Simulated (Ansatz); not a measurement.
Ti₃H⁺. Total charge 1; triplet. Geometry r2SCAN-D4/def2-TZVP; atoms count from 1.

```xyz
4

Ti   -0.370    1.153    0.342
Ti   -1.250   -0.772    1.145
Ti    0.681   -1.099   -0.628
H     0.939    0.718   -0.860
```

The charge 1 triplet is spin-contaminated (final ⟨S²⟩ up to 4.45, 2.00 for a pure state). The geometry of the triplet was relaxed on an unsound state (⟨S²⟩ 4.33, where a pure state has 2.00). The structure comes from a short search, and lower isomers may exist.

Q: Estimate the Mulliken populations from the PBE0/def2-TZVP orbitals of Ansatz.

A: 
```tsv
atom	charge (e)	spin (α − β)	d electrons
Ti1	0.44	2.40	2.78
Ti2	0.26	2.34	2.69
Ti3	0.43	-2.75	2.78
H4	-0.13	0.01	–
```
Mulliken values and Mayer orders depend strongly on the basis.

Q: Where does the spin sit?

A: Summed by element: Ti 1.99, H 0.01, of 2 unpaired in all. Largest on single atoms: Ti3 -2.75, Ti1 2.40, Ti2 2.34.

Q: And the Mayer bond orders between bonded heavy atoms (over 0.3)?

A: Ti1–Ti2 1.95 (2.26 Å); Ti1–Ti3 0.83 (2.67 Å); Ti2–Ti3 1.11 (2.64 Å).
